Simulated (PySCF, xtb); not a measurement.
Mg(Br)(SMe) (CH3BrMgS), SMILES C[S][Mg][Br]. The values are those of a single conformer.

Harmonic wavenumbers (cm⁻¹) from GFN2-xTB (xtb) at its own minimum, in rising order: 42, 61, 119, 164, 273, 395, 711, 937, 945, 1319, 1436, 1452, 2953, 2958, 3033.

**Question.** What does PySCF with PBE0-D3(BJ)/def2-SVP give at its own minimum? (Estimate from the structure and the level; the computed values follow.)

**Answer.** 65, 69, 114, 165, 250, 540, 721, 954, 967, 1336, 1453, 1459, 3066, 3175, 3178. Paired by order, the mean absolute difference is 51 cm⁻¹ and the zero-point energies are 24.0 and 25.0 kcal/mol.
